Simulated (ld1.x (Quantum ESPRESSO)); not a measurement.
**copper (Cu), PAW: configuration errors across variants**

copper (Cu), PAW, made with ld1.x (Quantum ESPRESSO) 7.5 (PBEsol, scalar-relativistic). Core [Ar], reference 3d10 4s0.75 4p0.25. Waves: 4s (bound): rcut 1.80, rcutus 2.05 bohr; 4s channel at 2.25 Ry: rcut 1.80, rcutus 2.05 bohr; 4p (bound): rcut 2.70, rcutus 3.35 bohr; 4p channel at 4.6 Ry: rcut 2.70, rcutus 3.35 bohr; 3d (bound): rcut 1.25, rcutus 1.30 bohr; 3d channel at 2.85 Ry: rcut 1.25, rcutus 1.30 bohr. Local part: all-electron potential smoothed inside 2.25 bohr (lloc = -1). Core correction: Bessel-smoothed model core inside 0.90 bohr. Augmentation charge: BESSEL, radius 1.00 bohr.

All-electron excitation energies from the reference (eV): (1) 3d10 4s1 4p0 -1.003; (2) 3d10 4s0 4p0 7.100; (3) 3d9 4s0 4p0 28.413; (4) 3d7 4s0 4p0 127.079; (5) 3d10 4s0.5 4p0 2.151; (6) 3d9 4s2 4p0 0.982; (7) 3d8 4s0 4p0 67.405.

Tests that are not counted but printed errors over 1 eV. “local potential all-electron potential smoothed inside 2.98 bohr (lloc = -1)”: 3d7 4s0 4p0 (pseudo-atom not self-consistent, printed error -3.8 eV). “local potential all-electron potential smoothed inside 3.44 bohr (lloc = -1)”: 3d7 4s0 4p0 (solver errors, printed error -754 eV); 3d8 4s0 4p0 (pseudo-atom not self-consistent, printed error -1.6 eV). “local potential all-electron potential smoothed inside 3.94 bohr (lloc = -1)”: 3d7 4s0 4p0 (solver errors, printed error -767 eV); 3d8 4s0 4p0 (pseudo-atom not self-consistent, printed error -1.9 eV).

A true bound ghost makes a file unfit for plane-wave use even where its test errors are small: the radial tests pick states by their node count and pass the ghost by. Where a test does run into it, the solver fails or the error is huge.

Errors AE − PS in meV (a dash: test not solved or not reliable):

| change | (1) | (2) | (3) | (4) | (5) | (6) | (7) | bound ghosts |
| --- | --- | --- | --- | --- | --- | --- | --- | --- |
| base | -0.1 | -3.7 | -55 | -1769 | -0.5 | -62 | -479 | none |
| local potential all-electron potential smoothed inside 1.26 bohr (lloc = -1) | -0.1 | -2.3 | -54 | -1758 | 0.0 | – | – | none |
| local potential all-electron potential smoothed inside 1.70 bohr (lloc = -1) | -0.1 | -2.6 | -54 | -1756 | -0.3 | -60 | -480 | none |
| local potential all-electron potential smoothed inside 2.14 bohr (lloc = -1) | -0.1 | -3.4 | -55 | -1765 | -0.5 | -61 | -479 | none |
| local potential all-electron potential smoothed inside 2.98 bohr (lloc = -1) | -0.2 | -5.6 | -57 | – | -0.9 | -88 | -481 | s |
| local potential all-electron potential smoothed inside 3.44 bohr (lloc = -1) | -0.1 | -6.9 | -61 | – | -1.0 | -58 | – | none |
| local potential all-electron potential smoothed inside 3.94 bohr (lloc = -1) | -0.1 | -8.4 | -69 | – | -1.2 | -62 | – | none |

(1) Give the same row for: local potential all-electron potential smoothed inside 2.50 bohr (lloc = -1).

Results:

(1) -0.1, -4.3, -56, -1780, -0.6, -63, -480; bound ghosts: none.
